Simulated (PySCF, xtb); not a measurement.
Ge(NH2)(SiH3) (GeH5NSi), SMILES [SiH3][Ge][NH2] (connectivity only; charge and spin as stated), neutral, multiplicity 1.

GFN2-xTB in xtb at its own geometry gives an orbital gap of 2.22 eV and a dipole moment of 2.32 D.

The structure is a stationary point at PBE-D3(BJ)/def2-SVP. The values are those of a single conformer.

**Question.** What does PBE0/def2-TZVPD run with PySCF give? (The exact figures need the calculation; the answer reports its results.)

**Answer.** gap 4.16 eV (levels -6.28 and -2.12 eV), dipole 1.72 D.
